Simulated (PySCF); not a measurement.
Computed magnetic data of one metal complex (SC-NEVPT2 in the d shell, PySCF, with spin-orbit coupling):

```csv
T / K,χT / cm³ K mol⁻¹,μeff / μB
2,4.172,5.78
5,4.346,5.89
10,4.375,5.92
20,4.383,5.92
30,4.384,5.92
50,4.385,5.92
75,4.385,5.92
100,4.385,5.92
150,4.385,5.92
200,4.385,5.92
250,4.385,5.92
300,4.385,5.92
```

Powder magnetisation at 2 K: 1.72 μB at 0.5 T, 2.89 μB at 1 T, 4.02 μB at 2 T, 4.49 μB at 3 T, 4.84 μB at 5 T, 4.94 μB at 7 T.

Q: Which of these complexes, all computed at model or optimised geometries, gave the data?
A. FeCl3 (d5, trigonal planar)
B. [MnI5]3- (d5, square pyramidal)
C. [FeCl4]- (d5, tetrahedral)
D. [FeF5]2- (d5, trigonal bipyramidal)

A: A. FeCl3 (d5, trigonal planar) has NEVPT2: 2S+1 = 6, 5.92 μB at 300 K, 5.92 μB at 10 K, 4.94 μB at 7 T. The others: [FeCl4]- (d5, tetrahedral) has NEVPT2: 2S+1 = 6, 5.92 μB at 300 K, 5.92 μB at 10 K, 4.99 μB at 7 T; [FeF5]2- (d5, trigonal bipyramidal) has NEVPT2: 2S+1 = 6, 5.92 μB at 300 K, 5.92 μB at 10 K, 4.94 μB at 7 T; [MnI5]3- (d5, square pyramidal) has NEVPT2: 2S+1 = 6, 5.92 μB at 300 K, 5.92 μB at 10 K, 4.99 μB at 7 T.
